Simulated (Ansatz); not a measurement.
`F[SiH]([SiH3])[GeH3]` + H₂O → `O[SiH](F)[SiH3]` + GeH₄ at 400 K and 1 bar (formal hydrolysis of the Si–Ge bond).

Calculated with Ansatz (gas phase, PBE0-D4/def2-TZVP geometries, no zero-point term in ΔE). CBS: MP2 limit from def2 TZ/QZ plus the TZ coupled-cluster correction, frozen cores. This one scheme is used for every species. For Ge outer-core shells are correlated without core-valence functions, which leaves a few kJ/mol of doubt a bond. Scalar relativity is left out up to krypton. One conformer a species, not always the lowest.

```csv
species,CCSD(T)/CBS energy (Eh),H − E (kJ/mol),S (J/(mol·K))
`F[SiH]([SiH3])[GeH3]`,-2758.31869,196.5,430.4
H₂O,-76.37941,69.8,198.6
`O[SiH](F)[SiH3]`,-756.23815,165.6,373.8
GeH₄,-2078.49493,93.6,231.8
```

H − E and S are ideal-gas, rigid-rotor, harmonic terms from PBE0-D4/def2-TZVP, for one conformer and one mirror image of each species. 1 Eh = 2625.50 kJ/mol, R = 8.31446 J/(mol·K).

**Question.** By hand: ΔE, ΔH, ΔS and ΔG.

**Answer.** ΔE = (-756.23815) + (-2078.49493) − (-2758.31869) − (-76.37941) = -0.03498 Eh = -91.8 kJ/mol. Δ(H − E) = 165.6 + 93.6 − 196.5 − 69.8 = -7.1, so ΔH = -98.9 kJ/mol. ΔS = 373.8 + 231.8 − 430.4 − 198.6 = -23.4 J/(mol·K). ΔG = -98.9 − 400 × (-23.4)/1000 = -89.5 kJ/mol.

**Question.** By hand: the equilibrium constant, and the temperature at which ΔG would vanish if ΔH and ΔS stayed fixed.

**Answer.** log₁₀ K = −ΔG/(RT ln 10) = 11.7. ΔG = 0 at ΔH/ΔS = 4226 K, far beyond where these terms or the molecules hold.

ΔH outweighs TΔS. A doubt of 5 kJ/mol in ΔE shifts log₁₀ K by 0.7 here. Other conformers and mirror images would add mixing entropy, several J/(mol·K) or more a flexible species. These are equilibria of isolated gas molecules and say nothing of rates. Largest T1 diagnostic: 0.013 (customary marks: 0.02 for closed shells, 0.045 for open ones).
